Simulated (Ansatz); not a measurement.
A run for Ansatz (an electronic-structure program): U-CCSD(T)/cc-pV(D+d)Z on BCl2 (SMILES Cl[B]Cl). The basis file is the Basis Set Exchange's JSON of that set.

Ansatz 0.2 input:
```yaml
crystal:
  periodic: [false, false, false]
  atoms:
    - {symbol: B, position_ang: [-0.25887928, -0.45750528, 0.00000000]}
    - {symbol: Cl, position_ang: [1.46689115, -0.52797496, 0.00000000]}
    - {symbol: Cl, position_ang: [-1.20811188, 0.98548023, -0.00000000]}
basis:
  gaussian:
    orbitals: cc-pV_D+d_Z.json
magnetization: {spin_polarized: true, initial_magnetization: 1}
correlation: {method: ccsd_t, electrons: outside_noble_gas}
scf: {omitted_lower_state_checks: [cluster_reference]}
```

It printed:

```
WARN ansatz: RAYON_NUM_THREADS=4 ignored (pool sized by the plan → 4); use --threads N
Functional definition: HF
these checks for a lower state are left out or cut short: cluster_reference
integrals: 0.05 GiB planned
609 factors; integrals over basis functions are off by at most 9.7e-4 eV
mean field: 0.19 GiB planned
mean field evaluation 1: about -25678.3857 eV, gradient 1.1e1 eV
mean field evaluation 2: about -25678.4446 eV, gradient 1.1e1 eV
mean field evaluation 4: about -25679.7560 eV, gradient 2.3e0 eV
mean field evaluation 8: about -25679.8675 eV, gradient 3.3e-1 eV
mean field evaluation 16: about -25679.8703 eV, gradient 2.2e-6 eV
mean field -25679.87032719 eV, -943.7178280831 hartree, gradient 2.2e-6 eV, S^2 0.754977; 0 other end points of the search recorded, 0 dependent functions left out
11 core orbitals not correlated
reference -25679.87032719 eV, -943.7178280831 hartree; 9, 8 occupied and 40, 41 virtual orbitals, 609 factors
second order -9.10369968 eV of doubles, -0.00000000 eV of singles
coupled cluster: 0.21 GiB planned
cycle   1  -9.66663237 eV  change   -5.6e-1 eV  update   7.3e-2
cycle   2  -9.88343396 eV  change   -2.2e-1 eV  update   2.3e-2
cycle   3  -9.94091372 eV  change   -5.7e-2 eV  update   1.4e-2
cycle   4  -9.93742824 eV  change    3.5e-3 eV  update   4.5e-3
cycle   5  -9.93652999 eV  change    9.0e-4 eV  update   1.5e-3
cycle   6  -9.93670242 eV  change   -1.7e-4 eV  update   4.6e-4
cycle   7  -9.93685910 eV  change   -1.6e-4 eV  update   1.9e-4
cycle   8  -9.93688835 eV  change   -2.9e-5 eV  update   5.7e-5
cycle   9  -9.93688179 eV  change    6.6e-6 eV  update   1.7e-5
perturbative correction -0.29137072 eV, -0.0107076765 hartree
Total energy: -25690.09857971 eV, -944.0937094300 hartree
Checks for a lower state left out: cluster_reference
```

Self-consistency was reached.

Cost: about 4 core-seconds (a rough figure).
